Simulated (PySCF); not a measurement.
diboron tetrafluoride (B₂F₄), SMILES FB(B(F)F)F. Atoms are numbered in the order given.

```xyz
6

F      1.5527     0.7971     0.7894
B      0.8609     0.0000     0.0000
F      1.5527    -0.7971    -0.7894
B     -0.8609     0.0000     0.0000
F     -1.5527     0.7971    -0.7894
F     -1.5527    -0.7971     0.7894
```
Charge 0, spin multiplicity 1.

The structure is a stationary point at PBE0-D3(BJ)/def2-SVP. Other conformers were not sampled.

Two levels are set side by side: PBE/pcSseg-1 (PySCF) and B3LYP/pcSseg-1 (PySCF). GIAO shifts against BF3 (¹¹B), CFCl3 (¹⁹F) at the same level; non-relativistic, no solvent, atoms listed together averaged. Differences are taken from unrounded values.

| quantity | B3LYP | PBE | PBE minus B3LYP |
|---|---|---|---|
| δ(¹⁹F) of F1, F3, F5, F6 (ppm) | -49.3 | -56.5 | -7.1 |
| δ(¹¹B) of B2, B4 (ppm) | 12.2 | 11.3 | -0.9 |

Rough cost on one machine, each run with all the roots and properties that it gave: B3LYP against PBE within a factor of 2.
